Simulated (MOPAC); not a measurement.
Input file for MOPAC: AM1 on HTe+, 2S+1 = 3, a spin state set in the input, which need not be the lowest, a point of a bond scan (R = 1.721 Å). Charge +1.

```
AM1 1SCF PRECISE CHARGE=1 UHF MS=1 THREADS=1
HTe

Te     0.00000000 1     0.00000000 1     0.00000000 1
H      0.00000000 1     0.00000000 1     1.72080500 1
```

The log:

```
*******************************************************************************
 **                                                                           **
 **                              MOPAC v23.2.5                                **
 **                                                                           **
 *******************************************************************************
 ** MOPAC's Digital Object Identifier: https://doi.org/10.5281/zenodo.6511958 **
 **                                                                           **
 ** Please cite the open-source release paper for use of this MOPAC version:  **
 ** J. E. Moussa and J. J. P. Stewart (2026)                                  **
 ** MOPAC: An open-source semiempirical molecular orbital program             **
 ** J. Open Source Softw., 11(119), 8025, https://doi.org/10.21105/joss.08025 **
 *******************************************************************************

                              AM1 CALCULATION RESULTS

 *******************************************************************************
 *  AM1        - The AM1 Hamiltonian to be used
 *  UHF        - UNRESTRICTED HARTREE-FOCK CALCULATION
 *
 *
 *
 *                 CHARGE ON SYSTEM = +1
 *
 *
 *
 *  MS=        - IN MECI, MAGNETIC COMPONENT OF SPIN =  1.0
 *  PRECISE    - TIGHTER CRITERIA TO BE USED
 *  1SCF       - DO 1 SCF AND THEN STOP
 *  THREADS=1  - MULTI-THREADING NOT USED
 *  T=         - A TIME OF 172800.0 SECONDS REQUESTED
 *  DUMP=N     - RESTART FILE WRITTEN EVERY 7200.0 SECONDS REQUESTED
 *******************************************************************************
AM1 1SCF PRECISE CHARGE=1 UHF MS=1 THREADS=1
 HTe

   ATOM   CHEMICAL          X               Y               Z
  NUMBER   SYMBOL      (ANGSTROMS)     (ANGSTROMS)     (ANGSTROMS)

     1      Te          0.00000000  *   0.00000000  *   0.00000000  *
     2       H          0.00000000  *   0.00000000  *   1.72080500  *



          CARTESIAN COORDINATES

    NO.       ATOM           X           Y           Z

     1        Te          0.0000      0.0000      0.0000
     2         H          0.0000      0.0000      1.7208

  H: (AM1): M.J.S. DEWAR ET AL, J. AM. CHEM. SOC. 107 3902-3909 (1985)
 Te: (AM1): J. J. P. STEWART, J. MOL. MOD., 10, 155-164 (2004)

           Empirical Formula: H Te  =     2 atoms



      MOLECULAR POINT GROUP   :   C*v


          UHF CALCULATION, NO. OF ALPHA ELECTRONS =    4
                           NO. OF BETA  ELECTRONS =    2

 -------------------------------------------------------------------------------
 AM1 1SCF PRECISE CHARGE=1 UHF MS=1 THREADS=1
 HTe



     1SCF WAS SPECIFIED, SO BFGS WAS NOT USED
     SCF FIELD WAS ACHIEVED


                              AM1 CALCULATION
                                                       MOPAC v23.2.5 Linux




          FINAL HEAT OF FORMATION =        189.88357 KCAL/MOL =     794.47284 KJ/MOL


          COSMO AREA              =         74.73 SQUARE ANGSTROMS
          COSMO VOLUME            =         60.13 CUBIC ANGSTROMS

          IONIZATION POTENTIAL    =         14.910341 EV
          ALPHA SOMO LUMO (EV)    =        -14.910 -4.883
          BETA  SOMO LUMO (EV)    =        -15.201 -6.678
          NO. OF ALPHA ELECTRONS  =          4
          NO. OF BETA  ELECTRONS  =          2
          MOLECULAR WEIGHT        =        128.6079         POINT GROUP:  C*v

          MOLECULAR DIMENSIONS (Angstroms)

            Atom       Atom       Distance
            H     2   Te     1     1.72081
            H     2   Te     1     0.00000
           Te     1    H     2     0.00000


          SCF CALCULATIONS        =          1





   ATOM   CHEMICAL          X               Y               Z
  NUMBER   SYMBOL      (ANGSTROMS)     (ANGSTROMS)     (ANGSTROMS)

     1      Te          0.00000000  *   0.00000000  *   0.00000000  *
     2       H          0.00000000  *   0.00000000  *   1.72080500  *

                             CARTESIAN COORDINATES

   1   Te        0.000000000     0.000000000     0.000000000
   2    H        0.000000000     0.000000000     1.720805000


           Empirical Formula: H Te  =     2 atoms



      MOLECULAR POINT GROUP   :   C*v


          ALPHA EIGENVALUES
 -30.99609 -16.61782 -14.91034 -14.91034  -4.88300


           BETA EIGENVALUES
 -23.47716 -15.20105  -6.67786  -6.67786  -4.66301


              NET ATOMIC CHARGES AND DIPOLE CONTRIBUTIONS

  ATOM NO.   TYPE          CHARGE      No. of ELECS.   s-Pop       p-Pop
    1         Te           1.029924        4.9701     1.96518     3.00490
    2          H          -0.029924        1.0299     1.02992
 DIPOLE           X         Y         Z       TOTAL
 POINT-CHG.     0.000     0.000    -0.312     0.312
 HYBRID        -0.000    -0.000     1.449     1.449
 SUM           -0.000    -0.000     1.137     1.137


          ATOMIC ORBITAL ELECTRON POPULATIONS

     Atom    s        px        py        pz
    1 Te   1.96518   1.00000   1.00000   1.00490
    2  H   1.02992


                    (SZ)    =    1.000000
                    (S**2)  =    2.071898


          ATOMIC ORBITAL SPIN POPULATIONS

    Atom   Total    s     px     py     pz
         Atomic
    1 Te  2.2675  0.005  1.000  1.000  0.263
    2  H -0.2675 -0.268

 **********************
 *                    *
 * JOB ENDED NORMALLY *
 *                    *
 **********************




 == MOPAC DONE ==
```

The run finished.

Cost: roughly 0.020 core-seconds.
